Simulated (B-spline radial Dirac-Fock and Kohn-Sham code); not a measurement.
# How the levels of potassium move as electrons are removed

Model: relaxed Dirac-Fock hole states (ΔSCF) with Breit and QED corrections and a finite nucleus. Program: a B-spline atomic structure program. Each ion is free and in its tabulated ground configuration. The model has no electron correlation.

Reference: K, [Ar] 4s1, with 1s 3614.0 eV, 2s 386.1 eV, 2p1/2 303.1 eV. Shifts from it, in eV (a dash: the subshell is empty, belongs to an open shell averaged over j, or its hole state is left out as unreliable):

```tsv
ion	configuration	1s	2s	2p1/2
K⁺	[Ne] 3s2 3p6	+7.2	+7.1	+7.1
K²⁺	[Ne] 3s2 3p5	+26.6	+25.6	+25.6
K³⁺	[Ne] 3s2 3p4	+48.2	+45.9	+46.1
K⁴⁺	[Ne] 3s2 3p3	+71.8	+67.9	–
```

Values without a named source are computed, but for edge energies of neutral atoms, which are taken from tables.
